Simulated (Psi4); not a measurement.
C2H4O2, charge +1, doublet, at a GFN2-xTB geometry (a state made from the parent by changing its charge; the spin is typed, not shown lowest), with bond 7-1 at 1.3 times its length; Psi4 with BLYP/3-21G.

Psi4 was given this input:
```
memory 2 GB

molecule mol {
1 2
  C    -1.320427   -0.342337    0.109692
  C     0.167732    0.076552   -0.039353
  O     1.013840   -0.618122    0.593015
  O     0.220805    1.028453   -0.764946
  H    -2.007806    0.292909   -0.458542
  H    -1.372665   -1.364843   -0.283661
  H    -1.609333   -0.209966    1.499668
  H     1.962149   -0.375491    0.516719
}

set basis 3-21g
set reference uks
set dft_radial_scheme mura

energy('blyp')
print_variables()
```

What the program printed (banner, timings and long lists left out):

```
   => Loading Basis Set <=

    Name: 3-21G
    Role: ORBITAL
    Keyword: BASIS

         ---------------------------------------------------------
                                   SCF
               by Justin Turney, Rob Parrish, Andy Simmonett
                          and Daniel G. A. Smith
                              UKS Reference
         ---------------------------------------------------------

  ==> Geometry <==

    Molecular point group: c1
    Full point group: C1

    Geometry (in Angstrom), charge = 1, multiplicity = 2:

       Center              X                  Y                   Z               Mass
    ------------   -----------------  -----------------  -----------------  -----------------
         C           -1.368149441958    -0.370717491849     0.120051670688    12.000000000000
         C            0.120009558042     0.048171508151    -0.028993329312    12.000000000000
         O            0.966117558042    -0.646502491849     0.603374670688    15.994914619570
         O            0.173082558042     1.000072508151    -0.754586329312    15.994914619570
         H           -2.055528441958     0.264528508151    -0.448182329312     1.007825032230
         H           -1.420387441958    -1.393223491849    -0.273301329312     1.007825032230
         H           -1.657055441958    -0.238346491849     1.510027670688     1.007825032230
         H            1.914426558042    -0.403871491849     0.527078670688     1.007825032230

  Running in c1 symmetry.

  Rotational constants: A =      0.38943  B =      0.30989  C =      0.18115 [cm^-1]
  Rotational constants: A =  11674.72940  B =   9290.23312  C =   5430.71016 [MHz]
  Nuclear repulsion =  121.372645637377971

  Charge       = 1
  Multiplicity = 2
  Electrons    = 31
  Nalpha       = 16
  Nbeta        = 15

  ==> Algorithm <==

  SCF Algorithm Type is DF.
  DIIS enabled.
  MOM disabled.
  Fractional occupation disabled.
  Guess Type is SAD.
  Energy threshold   = 1.00e-06
  Density threshold  = 1.00e-06
  Integral threshold = 1.00e-12

  ==> Primary Basis <==

  Basis Set: 3-21G
    Blend: 3-21G
    Number of shells: 28
    Number of basis functions: 44
    Number of Cartesian functions: 44
    Spherical Harmonics?: false
    Max angular momentum: 1

  ==> DFT Potential <==

   => LibXC <=

    Version 7.1.2
    S. Lehtola, C. Steigemann, M. J. T. Oliveira, and M. A. L. Marques,  SoftwareX 7, 1–5 (2018) (10.1016/j.softx.2017.11.002)

   => Composite Functional: BLYP <=

[...]
      Ntotal   =   30.9999951895 ; deviation = -4.811e-06

   @Spin Contamination Metric:   2.387226059E-03
   @S^2 Expected:                7.500000000E-01
   @S^2 Observed:                7.523872261E-01
   @S   Expected:                5.000000000E-01
   @S   Observed:                5.000000000E-01

    Orbital Energies [Eh]
    ---------------------

    Alpha Occupied:

[...]
      16A     -0.536832

    Alpha Virtual:

[...]
      44A      2.917342

    Beta Occupied:

[...]
    Beta Virtual:

[...]
    Final Occupation by Irrep:
              A
    DOCC [    15 ]
    SOCC [     1 ]
    NA   [    16 ]
    NB   [    15 ]

  @DF-UKS Final Energy:  -227.34350428568237

   => Energetics <=

    Nuclear Repulsion Energy =            121.3726456373779712
    One-Electron Energy =                -541.3643000671098662
    Two-Electron Energy =                 221.5717501028686911
    DFT Exchange-Correlation Energy =     -28.9235999588191568
    Empirical Dispersion Energy =           0.0000000000000000
    VV10 Nonlocal Energy =                  0.0000000000000000
    Total Energy =                       -227.3435042856823713

  UHF NO Occupations:
  HONO-2 :   14  A 1.9995986
  HONO-1 :   15  A 1.9994446
  HONO-0 :   16  A 1.0000000
  LUNO+0 :   17  A 0.0005554
  LUNO+1 :   18  A 0.0004014
  LUNO+2 :   19  A 0.0000999
  LUNO+3 :   20  A 0.0000837

Computation Completed

Properties will be evaluated at   0.000000,   0.000000,   0.000000 [a0]

Properties computed using the SCF density matrix

 Multipole Moments:

 ------------------------------------------------------------------------------------
     Multipole            Electronic (a.u.)      Nuclear  (a.u.)        Total (a.u.)
 ------------------------------------------------------------------------------------

 L = 1.  Multiply by 2.5417464519 to convert [e a0] to [Debye]
 Dipole X            :          3.0238896           -3.0118136            0.0120759
 Dipole Y            :          1.3200794           -1.6584780           -0.3383986
 Dipole Z            :         -0.8412555            1.2326295            0.3913741
 Magnitude           :                                                    0.5175259

 ------------------------------------------------------------------------------------

  Variable Map:
  ----------------------------------------------------------------------------
[...]
  Array Variable Map:
  ----------------------------------------------------------------------------
[...]
[...]
```
